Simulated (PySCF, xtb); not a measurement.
1-hydroxysiletane (C₃H₈OSi), SMILES O[SiH]1CCC1. One conformer was computed; it need not be the lowest.

Harmonic wavenumbers (cm⁻¹) from xtb with GFN2-xTB at its own minimum, in rising order: 91, 183, 212, 223, 486, 558, 676, 684, 711, 721, 783, 802, 881, 919, 994, 1002, 1049, 1169, 1191, 1215, 1226, 1288, 1473, 1477, 1503, 2252, 2979, 2997, 3001, 3011, 3016, 3023, 3661.

What does PBE-D3(BJ)/def2-SVP in PySCF give at its own minimum? (Estimate from the structure and the level; the computed values follow.)

80, 120, 249, 264, 434, 551, 642, 646, 703, 775, 797, 823, 868, 883, 930, 940, 946, 1020, 1107, 1164, 1189, 1236, 1357, 1378, 1416, 2115, 2974, 2997, 2998, 3027, 3072, 3074, 3781. Paired by order, the mean absolute difference is 52 cm⁻¹ and the zero-point energies are 65.0 and 63.7 kcal/mol.
